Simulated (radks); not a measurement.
Values are calculated unless marked as measured or tabulated.
How relativity changes the ionisation of the germanium ion Ge+ ([Ar] 3d10 4s2 4p1) to Ge2+ ([Ar] 3d10 4s2). Spin-unpolarised spherical Kohn-Sham, LDA (Slater exchange, Perdew-Wang correlation), point nucleus unless stated (finite: rms radius 4.0742 fm), a radial shooting solver on a logarithmic mesh with Libxc functionals. A level marked "c x" has the speed of light scaled by that factor and shares open shells by 2j + 1; other Dirac levels either fill j = l - 1/2 first or share by 2j + 1.

level,E(Ge+) (hartree),E(Ge2+) (hartree),IE (eV),HOMO,<r> HOMO (bohr)
non-rel.,-2073.51284,-2072.93527,15.717,4p,2.541
scalar-rel.,-2095.61908,-2095.04176,15.710,4p,2.534
"scalar-rel., finite nucleus",-2095.60635,-2095.02902,15.710,4p,2.534
"Dirac, 2j+1 shares",-2095.71815,-2095.14071,15.713,4p3/2,2.547
"Dirac, low j first",-2095.72435,-2095.14071,15.882,4p1/2,2.510
"Dirac, 2j+1 shares, finite nucleus",-2095.70541,-2095.12796,15.713,4p3/2,2.547
"Dirac, c x 0.75",-2113.85311,-2113.27572,15.712,4p3/2,2.552
"Dirac, c x 3",-2075.92191,-2075.34435,15.716,4p3/2,2.542
"Dirac, c x 5",-2074.37849,-2073.80092,15.716,4p3/2,2.542

NIST Atomic Spectra Database: 15.935 eV (measured). The relativistic part of the total energy of Ge+ is -22.19 hartree (Dirac, 2j+1 shares, finite nucleus), 1.1 % of the non-relativistic value. Spin polarisation and multiplet splitting of open shells are left out at every level.

Beside tabulated values, note that spin-unpolarised runs miss the spin-polarisation part of the exchange energy of open shells.
